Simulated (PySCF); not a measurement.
SiF4 (singlet). All numbers come from B3LYP/[Si def2-TZVP, F def2-TZVP], no relativity, density fitting, PySCF.

Harmonic bands of its minimum:

```
ω (cm⁻¹)  IR (km/mol, summed over degenerate members)  degeneracy
     262                                          0.0           2
     385                                          132           3
     785                                          0.0           1
    1021                                          695           3
```

**Question.** The central atom is Si. Infer the point group and assign the bands.

**Answer.** Td. The modes span e + 2t2 + a1: 262 e, 385 t2, 785 a1, 1021 t2. The computed geometry has Si–F 1.567 Å (×4); F–Si–F 109.5° (×6).
